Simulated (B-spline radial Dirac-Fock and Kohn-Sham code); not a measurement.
**What relativity does to the binding energies of Zn¹⁹⁺**

System: zinc as Zn¹⁹⁺ in the configuration 1s2 2s2 2p6 3s1.

Both columns are ΔSCF binding energies of the configuration average from a radial B-spline solver: non-relativistic Hartree-Fock with a point nucleus, and Dirac-Fock with a finite nucleus and the Coulomb interaction alone, averaged over the two j levels with weights 2j+1.

```tsv
shell	Hartree-Fock (eV)	Dirac-Fock (eV)	shift (eV)	shift (%)
2p	1789.4	1797.3	+7.84	+0.44
3s	729.2	737.0	+7.85	+1.08
```

Relativity binds 2p, 3s more strongly, among those listed most of all 3s in relative terms.

Values without a named source are computed, but for edge energies of neutral atoms, which are taken from tables.
